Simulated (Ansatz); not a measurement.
Gas-phase electronic energies from Ansatz, PBE0-D4/def2-TZVP geometries. CCSD(T)/CBS is the MP2 limit (def2-TZVPP, def2-QZVPP) plus CCSD(T) − MP2 in def2-TZVPP, frozen cores. DFT in def2-TZVPP. B3LYP here is the variant with VWN-RPA as its local correlation; programs differ in this. For Ge outer-core shells are correlated without core-valence functions, which leaves a few kJ/mol of doubt a bond. Scalar relativity is left out up to krypton. Each species was taken in one conformer, which may not be the lowest.

`[SiH3]C[CH2][GeH3]` + `CN[SiH2]O` → `C[N]([GeH3])[SiH2]O` + `CC[SiH3]`  (ligand exchange at a Ge–C bond)

| level | ΔE (eV) |
| --- | --- |
| PBE0-D4 | -0.24 |
| B3LYP-D4 | -0.28 |
| PBE | -0.20 |
| HF/def2-TZVPP | -0.31 |
| MP2/def2-TZVPP | -0.31 |
| SCS-MP2/def2-TZVPP | -0.32 |
| HF/def2-QZVPP | -0.32 |
| MP2/CBS(def2) | -0.28 |

Q: What does CCSD(T)/CBS give? (An estimate is asked.)

A: Ansatz gave: -0.27 eV. The listed levels differ from it by 0.03, -0.01, 0.07, -0.04, -0.04, -0.05, -0.05, -0.01 eV.

Largest T1 diagnostic among the species: 0.012.

The D4 term adds −0.05 eV with B3LYP and −0.03 eV with PBE0; it sums over pairs of atoms, weighted by their polarisabilities, and B3LYP, whose exchange is more repulsive, gets the larger term.
